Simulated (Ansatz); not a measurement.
CH7BGaOP, SMILES `[CH3][Ga]([PH2])[BH]O`. The species carries charge 0 and has multiplicity 1. The structure was optimised at the PBE0-D4/def2-TZVP level. It is one conformer, not always the lowest.

```xyz
12

C     1.348   -0.690   -1.395
Ga    0.268   -0.052    0.134
P     0.684   -1.140    2.155
B    -1.038    1.597    0.104
O    -2.326    1.400   -0.269
H     1.922    0.134   -1.828
H     2.035   -1.489   -1.116
H     0.682   -1.062   -2.179
H     0.651   -2.448    1.605
H    -0.661   -1.162    2.607
H    -0.700    2.714    0.423
H    -2.864    2.198   -0.240
```

Task: What is the dipole moment at B3LYP/def2-TZVPP? (Best estimate.)

Result: The calculation gave: 2.48 D, with components (-1.41, 1.65, -1.21) D in this frame, pointing from negative to positive charge.

Task: And with PBE, r2SCAN, ωB97M-V? (Best estimate.)

Result: Computed: PBE 2.45 D, r2SCAN 2.50 D, ωB97M-V 2.59 D.

Task: Give the Mulliken charges with B3LYP, ωB97M-V, r2SCAN in def2-TZVPP. (Estimate.)

Result: The calculation gave: 
```
atom  B3LYP  ωB97M-V  r2SCAN
  C1  -0.40    -0.47   -0.32
 Ga2   0.12     0.13    0.17
  P3  -0.20    -0.25   -0.20
  B4   0.19     0.15    0.20
  O5  -0.23    -0.23   -0.26
  H6   0.09     0.11    0.07
  H7   0.10     0.11    0.07
  H8   0.09     0.11    0.07
  H9   0.02     0.06    0.02
 H10   0.02     0.05    0.02
 H11  -0.01     0.03   -0.04
 H12   0.20     0.19    0.22
```

B3LYP here is the variant with VWN-RPA as its local correlation; programs differ in this.
